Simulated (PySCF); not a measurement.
M06-2X on Cr⁻ (chromium, charge -1), [Ar] 3d5 4s2, high-spin 6S determinant. Calculation: PySCF 2.14, in aug-cc-pwCVTZ-DK (10s9p7d4f3g, 127 functions); scalar relativity by spin-free X2C-1e.

```
cycle= 1 E= -1050.76159276787  delta_E= 0.00324  |g|= 0.126  |ddm|= 16.9
cycle= 2 E= -1050.7921770937  delta_E= -0.0306  |g|= 0.0858  |ddm|= 16.9
cycle= 3 E= -1050.79624613759  delta_E= -0.00407  |g|= 0.0818  |ddm|= 0.514
cycle= 4 E= -1050.79750188829  delta_E= -0.00126  |g|= 0.0171  |ddm|= 0.125
cycle= 5 E= -1050.79762535941  delta_E= -0.000123  |g|= 0.0011  |ddm|= 0.0536
cycle= 6 E= -1050.79762819234  delta_E= -2.83e-06  |g|= 0.000363  |ddm|= 0.0271
cycle= 7 E= -1050.79762858313  delta_E= -3.91e-07  |g|= 0.000127  |ddm|= 0.00843
cycle= 8 E= -1050.79762867468  delta_E= -9.15e-08  |g|= 3.9e-05  |ddm|= 0.00489
cycle= 9 E= -1050.79762868482  delta_E= -1.01e-08  |g|= 5.41e-06  |ddm|= 0.00227
cycle= 10 E= -1050.79762868497  delta_E= -1.56e-10  |g|= 4.89e-07  |ddm|= 0.000336
converged SCF energy = -1050.79762868497  <S^2> = 8.7516867  2S+1 = 6.0005622
```

Highest occupied orbital energy: 0.159 eV; ⟨L²⟩ = 0.00; populations by l: s 8.00, p 12.00, d 5.00, f 0.00.

Question: Can this result be used?

Answer: With care. The calculation finished and met its thresholds. At M06-2X the highest occupied level has a positive energy, so only the finite basis holds that electron; in a semilocal or global hybrid functional this comes from self-interaction and does not mean that the real anion is unbound.
